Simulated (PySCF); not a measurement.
CH3FOSe, SMILES CO[Se]F. Atoms are numbered in the order given.

```xyz
7

Se     0.0038     0.3875     0.5493
F     -1.6763     0.1210     0.0654
O      0.7740    -0.9330    -0.3294
C      0.9555    -0.7641    -1.7258
H      1.4502     0.1928    -1.9610
H      1.5904    -1.5972    -2.0596
H     -0.0091    -0.8112    -2.2554
```

The structure is a stationary point at PBE0-D3(BJ)/def2-SVP. The values are those of a single conformer.

The numbers are results of PBE0/pcSseg-1 in PySCF, not measurements.

GIAO shieldings, no solvent; atoms alike by connectivity are averaged. δ = σ(ref) − σ: ⁷⁷Se against Me2Se (σ = 1740.1 ppm); ¹⁹F against CFCl3 (σ = 167.2 ppm); ¹⁷O against H2O (σ = 334.2 ppm); ¹³C against TMS (σ = 186.3 ppm); ¹H against TMS (σ = 31.56 ppm), references at their B3LYP-D3(BJ)/def2-TZVP geometries, non-relativistic.

```json
[
 {"nucleus": "⁷⁷Se", "atoms": "Se1", "count": "1", "δ (ppm)": "2952.9"},
 {"nucleus": "¹⁹F", "atoms": "F2", "count": "1", "δ (ppm)": "-288.6"},
 {"nucleus": "¹⁷O", "atoms": "O3", "count": "1", "δ (ppm)": "155.4"},
 {"nucleus": "¹³C", "atoms": "C4", "count": "1", "δ (ppm)": "70.6"},
 {"nucleus": "¹H", "atoms": "H5, H6, H7", "count": "3", "δ (ppm)": "4.60"}
]
```
